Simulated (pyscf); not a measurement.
PySCF, gas phase, ωB97X-D3(BJ)/def2-SVP geometries. MP2 and CC: frozen core, UHF for open shells. ΔMP2 is the change of the MP2 total energy from the triple- to the quadruple-zeta basis.

Problem. What is the homolytic dissociation enthalpy (298 K, CCSD(T)/def2-TZVPP + ΔMP2(QZVPP)) of the Ge–Sb bond of `[GeH3][SbH2]`, to GeH₃• + SbH₂•?

Solution. Ge–Sb to GeH₃• + SbH₂•: 56.6 kcal/mol. The CCSD(T) − MP2 part came from Ansatz, without density fitting, on the same reference. The frozen core leaves the outer d or s,p core shells of the metals and heavy elements correlated in the MP2 and CC values, and def2-TZVPP describes them poorly, which can shift differences by a few kcal/mol. Elements up to Kr have no core potential and no relativistic terms here. Elements past Kr carry the def2 core potentials, without spin-orbit coupling.
